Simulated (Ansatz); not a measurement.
Reaction R1 + R2 → P1, each structure at its B3LYP-D3(BJ)/def2-TZVP stationary point, reached from a drawn start (curvature not checked).
P1: CF3 (SMILES F[C](F)F), charge 0, multiplicity 2.
R1: F atom, charge 0, multiplicity 2.
R2: CF2 (SMILES F[C]F), charge 0, multiplicity 1.

P less R. No zero-point or thermal terms; singlets are restricted closed shells; open shells are unrestricted; no spin–orbit coupling.

Cores are frozen in the correlated methods. CBS(a, b) extrapolates the correlation energy as X⁻³ and adds the Hartree–Fock energy of set b.

The values were computed with Ansatz (an electronic-structure program) with Gaussian orbitals. No computed number here is a measurement.

### Question
What is the computed reaction energy (CCSD(T)/CBS(cc-pVTZ, cc-pVQZ))?

### Answer
-86.8 kcal/mol

### Question
Give the reaction energy at the level SCS-MP2/cc-pVTZ.

### Answer
-86.3 kcal/mol

### Question
Give the reaction energy at the level wB97X-V/def2-TZVPP.

### Answer
-88.5 kcal/mol
